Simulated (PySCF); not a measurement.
## `[C@@H](OC)(F)C1=CCC1`, C6H9FO

Cartesian coordinates in Å; atom numbers follow the order of the lines, from 1:
```xyz
17

C     2.941    0.366    0.345
O     1.541    0.316    0.542
C     0.822   -0.045   -0.570
F     0.936    0.954   -1.544
C    -0.613   -0.219   -0.210
C    -1.471   -1.237   -0.253
C    -2.611   -0.437    0.314
C    -1.614    0.750    0.362
H     3.373    0.612    1.312
H     3.321   -0.603    0.004
H     3.208    1.135   -0.385
H     1.227   -0.952   -1.058
H    -1.404   -2.262   -0.568
H    -2.970   -0.771    1.285
H    -3.457   -0.299   -0.357
H    -1.862    1.588   -0.287
H    -1.375    1.117    1.357
```

Method: PySCF, GIAO PBE/pcSseg-1 magnetisability, rotational g tensor and spin-rotation constants, non-relativistic, gas phase. Geometry: GFN2-xTB.

What are the magnetisability and the molar susceptibility?

Isotropic -1103 × 10⁻³⁰ J/T², or -66.4 × 10⁻⁶ cm³/mol; principal values -1146, -1132, -1031 × 10⁻³⁰ J/T², anisotropy 108 × 10⁻³⁰ J/T² (root of half the summed squared differences of the principal values). The susceptibility is in cgs units.

Split it along the inertial axes a, b, c into diamagnetic and paramagnetic parts about the centre of mass, with the quadrupole moment.


```tsv
axis	χ (10⁻⁶ cm³/mol)	diamagnetic (10⁻⁶ cm³/mol)	paramagnetic (10⁻⁶ cm³/mol)	summed x² of all electrons (Å²)	quadrupole Θ (D Å)
a	-68.0	-356.9	288.9	231.4	+7.79
b	-69.0	-1143.2	1074.2	46.0	-7.42
c	-62.3	-1177.1	1114.8	38.1	-0.37
```
Anisotropies 2χaa − χbb − χcc = -4.7 and 2χbb − χaa − χcc = -7.7 × 10⁻⁶ cm³/mol. Θ is traceless in Buckingham's convention.

And the rotational g tensor?


| axis | rotational constant (GHz) | g | nuclear part | electronic part |
| --- | --- | --- | --- | --- |
| a | 4.6219 | -0.0395 | 0.5877 | -0.6272 |
| b | 1.1799 | -0.0046 | 0.5909 | -0.5955 |
| c | 1.1199 | -0.0100 | 0.5765 | -0.5865 |

Asymmetric top; isotopes 12C, 19F, 1H, 16O; no vibrational averaging.
